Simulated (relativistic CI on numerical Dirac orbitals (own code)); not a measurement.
## Cr4+ in a cubic cluster: 3s photoemission with charge transfer

Computed with a charge-transfer multiplet model of a cubic metal-ligand cluster with up to 2 ligand holes, Slater and spin-orbit integrals from Dirac-Coulomb-Breit ions, Slater integrals scaled by 0.8. The parameters are those of a tetrahedral site (10Dq negative, t2 hopping the larger). The ground state mixes d2 with configurations of k ligand holes L, whose averages lie at kΔ + k(k − 1)U_dd/2; a core hole lowers each added d electron by U_cd. 300 K, Lorentzian 1.4 eV and Gaussian 0.8 eV FWHM.

Atomic integrals in eV (Slater integrals scaled, ζ unscaled), ground: F2dd 9.377, F4dd 5.906, zeta_d 0.039; with the core hole: F2dd 10.119, F4dd 6.404, zeta_d 0.045, G2cd 9.849.

Cluster parameters (eV): Δ = 3.2, U_cd = 7.8, 10Dq = -0.4, 10Dq(ligand) = 0, V(eg) = 1.52, V(t2g) = -2.59, final-state hopping factor = 0.8.

| Case | n_d | d2 | d3L | d4L2 | S |
| --- | --- | --- | --- | --- | --- |
| U_dd = 4 eV | 2.72 | 0.40 | 0.48 | 0.12 | 1.00 |
| U_dd = 6.1 eV | 2.68 | 0.42 | 0.48 | 0.10 | 1.00 |
| U_dd = 6.8 eV | 2.66 | 0.43 | 0.48 | 0.09 | 1.00 |

Weights, n_d and S are thermal averages at 300 K. Binding energies count from the first peak over 30 % of the highest in each spectrum, which can be another peak from case to case. The parameters are a model scan and need not match a compound or its usual spin state. Peaks in eV (height, largest 100):
- U_dd = 4 eV: 0.0 (100), 5.1 (49), 8.0 (43), 11.4 (18), 18.2 (12)
- U_dd = 6.1 eV: 0.0 (100), 5.4 (49), 8.0 (37), 11.9 (15), 14.6 (7), 18.2 (10)
- U_dd = 6.8 eV: 0.0 (100), 5.4 (49), 8.0 (35), 12.0 (15), 14.9 (6), 18.2 (9)

For the case U_dd = 6.1 eV, Δ = 3.2 eV is smaller than U_dd = 6.1 eV, the charge-transfer side of the Zaanen-Sawatzky-Allen scheme. With the core hole the average of the configuration with one ligand hole lies at Δ − U_cd = -4.6 eV before mixing: the effective hopping of about 5.1 eV (from the holes of the mixed ground state) is comparable with this gap or larger, so the configurations mix strongly.

With at most 2 ligand holes the space is cut while the next configuration still counts, so covalency is underestimated, and a final configuration with one more ligand hole, which can lie low, is missing from the spectra.

Without intra-shell correlation the exchange splitting of the 3s hole comes out too large.
